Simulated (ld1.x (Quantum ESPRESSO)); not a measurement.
# Cs (Z = 55) TM: all-electron and pseudo phase curves

Cs, norm-conserving Troullier–Martins (Kleinman–Bylander form), made with ld1.x (Quantum ESPRESSO) 7.5 (BLYP, fully relativistic). Core [Kr] 4d10, reference 5s2 5p6 5d0 6s1 6p0. Waves: 5s (bound): rc 2.50 bohr; 5p (bound): rc 3.10 bohr; 5d (bound, empty): rc 4.20 bohr. Local part: all-electron potential smoothed inside 3.80 bohr (lloc = -1). Core correction: none.

Open shells are filled in proportion to 2j + 1 (rel_dist='average').

Occupied shells without a wave of their own: 6s. They enter only through the test configuration that unscreens the potential.

The phase is arctan(r·u′/u) with u = r·R(r), unwrapped; energies in Ry, scanned from -4 to 5 Ry. A pole is an energy at which the radial function vanishes at the test radius. The pseudo phase is shifted by a multiple of π to meet the all-electron one at the reference energy, and phase errors are pseudo minus all-electron; the curves can meet again beyond the range given. Levels narrower than the energy grid can be missing from the lists of poles. n/a: not evaluated, since a narrow level or a reset projector energy made the automatic matching unsafe.

```json
{"channel": "s", "radius (bohr)": "4.53", "reference energy (Ry)": "-1.95", "poles, all-electron": "0.71, 3.85", "poles, pseudo": "0.62, 2.77", "unbroken range about the reference energy with phases within 0.05 rad": "n/a", "phase error 1 Ry above the reference energy (rad)": "n/a"}
{"channel": "p1/2", "radius (bohr)": "4.53", "reference energy (Ry)": "-1.06", "poles, all-electron": "-1.03, 1.23, 4.49", "poles, pseudo": "-1.03, 1.29, 4.48", "unbroken range about the reference energy with phases within 0.05 rad": "below 0.0", "phase error 1 Ry above the reference energy (rad)": "+0.022"}
{"channel": "p3/2", "radius (bohr)": "4.53", "reference energy (Ry)": "-0.94", "poles, all-electron": "-0.90, 1.33, 4.65", "poles, pseudo": "-0.90, 1.38, 4.52", "unbroken range about the reference energy with phases within 0.05 rad": "below 0.1", "phase error 1 Ry above the reference energy (rad)": "+0.026"}
{"channel": "d3/2", "radius (bohr)": "4.53", "reference energy (Ry)": "-0.02", "poles, all-electron": "0.32, 2.44", "poles, pseudo": "0.32, 2.60", "unbroken range about the reference energy with phases within 0.05 rad": "below 0.9", "phase error 1 Ry above the reference energy (rad)": "+0.062"}
{"channel": "d5/2", "radius (bohr)": "4.53", "reference energy (Ry)": "-0.02", "poles, all-electron": "0.33, 2.47", "poles, pseudo": "0.34, 2.62", "unbroken range about the reference energy with phases within 0.05 rad": "below 1.0", "phase error 1 Ry above the reference energy (rad)": "+0.052"}
```

Phases in the p3/2 channel:

```tsv
E (Ry)	all-electron	pseudo
-4.00	1.457	1.457
-3.76	1.453	1.453
-3.52	1.449	1.449
-3.28	1.444	1.444
-3.04	1.438	1.438
-2.80	1.432	1.432
-2.56	1.425	1.425
-2.32	1.416	1.416
-2.08	1.406	1.406
-1.84	1.392	1.393
-1.60	1.374	1.375
-1.36	1.346	1.346
-1.12	1.273	1.273
-0.88	-1.641	-1.640
-0.64	-1.802	-1.802
-0.40	-1.885	-1.882
-0.16	-2.017	-2.010
0.08	-2.358	-2.328
0.32	-3.503	-3.407
0.56	-4.306	-4.271
0.80	-4.536	-4.519
1.04	-4.639	-4.627
1.28	-4.702	-4.692
1.52	-4.750	-4.741
1.76	-4.796	-4.785
2.00	-4.848	-4.835
2.24	-4.926	-4.906
2.48	-5.080	-5.042
2.72	-5.613	-5.485
2.96	-7.080	-7.001
3.20	-7.535	-7.531
3.44	-7.673	-7.678
3.68	-7.740	-7.746
3.92	-7.781	-7.788
4.16	-7.810	-7.819
4.40	-7.833	-7.843
4.64	-7.853	-7.865
4.88	-7.872	-7.886
```
